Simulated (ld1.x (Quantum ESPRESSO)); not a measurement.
What one change does to a pseudopotential (Ag (Z = 47), PAW)

* Element: silver
* Generator: ld1.x (Quantum ESPRESSO) 7.5
* Type: PAW
* Functional: PBEsol
* Relativity: non-relativistic
* Frozen core: [Ar] 3d10 4s2
* Valence charge: 17
* Reference configuration: 4p6 4d10 5s1 5p0
* Partial waves: 5s (bound): rcut 2.25, rcutus 2.40 bohr; 5s channel at 0.35 Ry: rcut 2.25, rcutus 2.40 bohr; 4p (bound): rcut 1.45, rcutus 1.80 bohr; 5p (bound, empty): rcut 1.45, rcutus 1.80 bohr; 4d (bound): rcut 0.90, rcutus 1.10 bohr; 4d channel at 2 Ry: rcut 0.90, rcutus 1.10 bohr; 4f channel at 0.25 Ry: rcut 2.20, rcutus 2.45 bohr; 4f channel at 2.55 Ry: rcut 2.20, rcutus 2.45 bohr
* Local potential: all-electron potential smoothed inside 1.90 bohr (lloc = -1)
* Core correction: a·sin(br)/r model core inside 0.65 bohr
* Augmentation charge: PSQ, inside the norm-conserving radii

Change: local potential all-electron potential smoothed inside 1.66 bohr (lloc = -1).

Cutoffs: the cutoffs (Ry, on a coarse ladder) from which the occupation-weighted sum of valence levels, in a spherical-Bessel basis at the reference potential, stays within 10 and 1 mRy of its value at 400 Ry; they do not see the model core or the augmentation charge, which bear on the density cutoff. Errors are all-electron minus pseudo energies relative to the spin-unpolarised reference configuration.

Question: What does the change do?

Answer: A bound ghost appears in s, which as a rule spoils a file; the number of tests that count goes from 6 to 7; of the 6 tests that both files solve, the error grows in 5 and shrinks in 1 by more than 15 % and 0.3 meV (median size 25.2 → 67.6 meV); the range in which the p phases agree narrows (upper end 4.5 → 0.3). A state that the projectors do not describe sees the local part alone, so a deeper or shallower local part can create or remove a ghost.

```csv
quantity,base,changed
"cutoffs, loose and tight","90 Ry, 160 Ry",not determined
bound ghosts,none,"s (p not tested, overlap not positive)"
"tests counted (converged, no solver errors)",6 of 7,7 of 7
"error for 4p6 4d10 5s0 5p0, meV [ΔE 7.15 eV]",-0.5,-2.1
"error for 4p6 4d9 5s0 5p0, meV [ΔE 29.57 eV]",-6.2,-44
"error for 4p6 4d8 5s0 5p0, meV [ΔE 66.21 eV]",-44,-339
"error for 4p6 4d10 5s0 5p1, meV [ΔE 3.44 eV]",-0.1,-2.6
"error for 4p5 4d10 5s1 5p0, meV [ΔE 63.36 eV]",+1174,-91
"error for 4p6 4d7 5s0 5p0, meV [ΔE 118.50 eV]",-149,-1184
s: phases at 2.63 bohr within 0.05 rad from the reference energy up to (Ry; the scan ends near 5),to the end of the scan,4.6
p: phases at 2.63 bohr within 0.05 rad from the reference energy up to (Ry; the scan ends near 5),4.5,0.3
d: phases at 2.63 bohr within 0.05 rad from the reference energy up to (Ry; the scan ends near 5),to the end of the scan,to the end of the scan
f: phases at 2.63 bohr within 0.05 rad from the reference energy up to (Ry; the scan ends near 5),4.4,4.6
lowest overlap eigenvalue by channel,"s 0.40, p 0.09, d 0.95, f 0.97","s 0.35, p -3.53, d 0.95, f 0.97"
```

Base: Tests not counted: 4p6 4d9 5s2 5p0 (pseudo-atom not self-consistent, printed error +800 meV). These tests converged, but a pseudo level misses the all-electron one widely, so the file describes the atom poorly there or has found another state: 4p5 4d10 5s1 5p0: 4d by 2.2 eV (a node warning on the way). Changed file: the overlap operator is not positive definite in a basis up to 400 Ry (lowest eigenvalue p -3.53), so the file is unfit for use: the generalised eigenproblem breaks down once the basis is large enough, and its test numbers describe a broken file. These tests converged, but a pseudo level misses the all-electron one widely, so the file describes the atom poorly there or has found another state: 4p6 4d8 5s0 5p0: empty 5p by 3.5 eV (a node warning on the way); 4p6 4d7 5s0 5p0: empty 5p by 10.0 eV. A true bound ghost makes a file unfit for plane-wave use even where its test errors are small: the radial tests pick states by their node count and pass the ghost by.
